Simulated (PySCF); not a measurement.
The free ion Ru3+ in its d5 configuration.

Method (PySCF 2.14, density fitting): CASSCF(5,5) with orbitals averaged over all microstates of the shell, strongly contracted NEVPT2 on the averaged canonical orbitals; basis x2c-TZVPall; spin-free X2C; gas phase; spin-orbit coupling by state interaction with the mean-field operator over all roots.

CASSCF energies above the lowest CASSCF root:

```tsv
state	CASSCF / cm⁻¹
6S	0
4G	27463
4P	32071
4D	33841
2I	39386
2D	44887
4F	45738
2F	45815
2H	48549
2G	49408
2F	53053
2S	58519
2D	64949
2G	71327
2P	86816
2D	94174
```

How does dynamic correlation (SC-NEVPT2) move these states?


```csv
state,NEVPT2 / cm⁻¹,shift / cm⁻¹
6S,0,0
4G,25014,-2449
4P,28820,-3250
4D,30092,-3749
2I,36365,-3021
2D,40104,-4782
4F,41272,-4466
2F,41325,-4490
2H,44421,-4127
2G,44362,-5046
2F,47253,-5800
2S,51654,-6866
2D,57985,-6964
2G,64108,-7219
2P,77022,-9795
2D,84277,-9897
```

In the ligand-field fit B goes from 911 to 793 cm⁻¹, C goes from 3670 to 3373 cm⁻¹.

These are spin-free levels; spin-orbit coupling mixes and splits them, by more than some of the gaps here.
